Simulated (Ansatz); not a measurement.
A structure relaxed at r2SCAN-D4/def2-SVP in Ansatz, charge 0, doublet:

```xyz
9

Mg    1.617    0.925    0.011
Mg    0.880    0.197   -3.410
Mg   -0.501    1.561    2.223
Mg    0.379   -1.708   -0.522
Mg   -1.148    0.966   -1.147
Mg    0.755   -1.162    2.417
N    -1.056   -0.954    1.123
N    -1.531    0.140    0.805
N     0.605    0.037   -1.500
```

Question: Give its formula.

Answer: the cluster Mg₆N₃.

Question: Summarise the bond lengths by kind (pairs closer than 1.2 times the sum of covalent radii, bridged metal pairs left out).

Answer: 8 × Mg–N 1.94 to 2.31 Å; 3 × Mg–Mg 3.01 to 3.30 Å; 1 × N–N 1.23 Å.

The charge 0 doublet is spin-contaminated (final ⟨S²⟩ up to 1.85, 0.75 for a pure state). Another isomer (doublet) lies 0.66 eV lower at PBE0-D4/def2-TZVP; other spin states weren't run for this one.
